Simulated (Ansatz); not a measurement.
A single point on C₂H₅NOSi, SMILES `N=C=C(O)[SiH3]`.

```yaml
crystal:
  periodic: [false, false, false]
  atoms:
    - {symbol: N, position_ang: [-1.193140, 2.072852, 0.803338]}
    - {symbol: C, position_ang: [-0.519359, 1.259128, 0.194455]}
    - {symbol: C, position_ang: [0.309622, 0.364726, -0.300143]}
    - {symbol: O, position_ang: [1.251980, 0.746813, -1.247838]}
    - {symbol: Si, position_ang: [0.292836, -1.359644, 0.395372]}
    - {symbol: H, position_ang: [-2.133644, 2.232288, 0.444477]}
    - {symbol: H, position_ang: [1.216713, 0.120114, -1.976484]}
    - {symbol: H, position_ang: [0.180453, -2.328151, -0.732767]}
    - {symbol: H, position_ang: [-0.875698, -1.498751, 1.298804]}
    - {symbol: H, position_ang: [1.553235, -1.660477, 1.123787]}
basis:
  gaussian: {orbitals: def2-QZVPP}
correlation: {method: mp2}
```

```sh
$ ansatz run in.yaml --threads 4 --pin off --events-out ev --progress --plain --max-ram 10444MiB
```

It prints (some lines left out):

```
Functional definition: HF
2700 factors; integrals over basis functions are off by at most 7.5e-4 eV
mean field evaluation 1: about -13518.4967 eV, gradient 3.8e1 eV
mean field evaluation 2: about -13518.6614 eV, gradient 3.8e1 eV
mean field evaluation 4: about -13522.1628 eV, gradient 4.9e0 eV
mean field evaluation 8: about -13522.2471 eV, gradient 4.4e-1 eV
mean field evaluation 16: about -13522.2493 eV, gradient 1.6e-6 eV
mean field -13522.24929132 eV, -496.9334957463 hartree, gradient 1.6e-6 eV, S^2 0.000000; 0 other end points of the search recorded, 0 dependent functions left out
9 core orbitals not correlated: weight in the atoms' cores, before any rotation towards them, 1.000 or more for the frozen orbitals, at most 0.000 for the correlated occupied ones
reference -13522.24929132 eV, -496.9334957463 hartree; 14, 14 occupied and 425, 425 virtual orbitals, 2700 factors
second order -25.34208010 eV of doubles, -0.00000000 eV of singles
Total energy: -13547.59137142 eV, -497.8648000123 hartree
```

It took 13 s on 4 threads of an Intel Xeon Platinum 8488C on a shared host, with 2.4 GiB of host memory at the peak.
